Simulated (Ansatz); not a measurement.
Bond stretch in SAl (cation, charge +1), lowest singlet found (which spin is the ground state isn't settled by this scan).

Levels: UMP2 = Ansatz (a program for electronic structure) with MP2 on UHF/cc-pVDZ, frozen core; UCCSD = Ansatz with CCSD on UHF/cc-pVDZ, frozen core; UCCSD(T) = CCSD(T) on UHF/cc-pVDZ, frozen core (Ansatz); UKS-PBE0 = unrestricted PBE0/cc-pVDZ in Ansatz; UKS-B3LYP = unrestricted B3LYP/cc-pVDZ (Ansatz); UKS-PBE = unrestricted PBE/cc-pVDZ run with Ansatz; FCI = full CI/cc-pVDZ, frozen core (Ansatz).

All curves are set to zero at 2.21 Å and compared with full CI in the same basis at 2.21, 2.28, 2.35, 2.45, 2.54, 2.67, 2.83 Å.

Task: Which method stays most parallel to full CI over these points, and which least?

Result: UKS-PBE has the smallest spread and UCCSD(T) the largest. In order (kJ/mol): UKS-PBE 28.12, UKS-PBE0 28.74, UMP2 38.84, UKS-B3LYP 44.92, UCCSD 71.50, UCCSD(T) 75.37.

Errors against full CI at some of the points (kJ/mol):

| method | 2.83 Å |
|---|---|
| UKS-PBE | -28.1 |
| UKS-PBE0 | -28.7 |
| UMP2 | -31.7 |
| UKS-B3LYP | -44.9 |
| UCCSD | -71.5 |
| UCCSD(T) | -75.4 |

The scan ran from 1.63 to 7.65 Å; beyond the distances shown full CI changes its symmetry label. The unrestricted determinant behind UMP2, UCCSD, UCCSD(T) is spin-contaminated at 2.13 to 2.83 Å (<S²> up to 1.1, against 0.00 for a pure singlet). The unrestricted determinant behind UKS-PBE0, UKS-B3LYP, UKS-PBE is spin-contaminated at 2.13 to 2.83 Å (<S²> up to 1.0, against 0.00 for a pure singlet).
